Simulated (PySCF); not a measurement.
Cl2GeH4OSi, SMILES [O]([GeH3])[SiH](Cl)Cl.

Coordinates come from a r2SCAN-D4/def2-SVP optimisation. This is a generated structure with no PubChem entry under its InChIKey; it may be hypothetical. The values are those of a single conformer.

The numbers are results of PBE/def2-TZVP (PySCF), not measurements.

Isolated molecule, no solvent.

Task: Estimate the frontier levels, gap, dipole moment and polarisability. (An estimate is asked for; the answer gives what the named calculation found.)

Result: 
| Quantity | Value |
|---|---|
| highest occupied level | -7.50 eV |
| lowest empty level | -1.17 eV |
| orbital gap | 6.32 eV |
| dipole moment | 1.83 D |
| quadrupole, principal values (traceless, Buckingham form, about the centre of nuclear charge) | -3.32, -2.55, 5.86 D·Å |
| mean static polarisability | 80.2 bohr³ (11.89 Å³) |
| polarisability, principal values | 70.9, 83.3, 86.5 bohr³ |
